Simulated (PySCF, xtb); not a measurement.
PbCl3, SMILES [Cl][Pb-]([Cl])[Cl], charge -1.

Harmonic wavenumbers (cm⁻¹) from GFN2-xTB (xtb) at its own minimum, in rising order: 65, 65, 74, 216, 216, 240.

Problem. What does PBE-D3(BJ)/def2-SVPD (PySCF) give at its own minimum? (The exact figures need the calculation; the answer reports its results.)

Solution. 69, 69, 75, 232, 232, 255. Paired by order, the mean absolute difference is 9 cm⁻¹ and the zero-point energies are 1.3 and 1.3 kcal/mol.
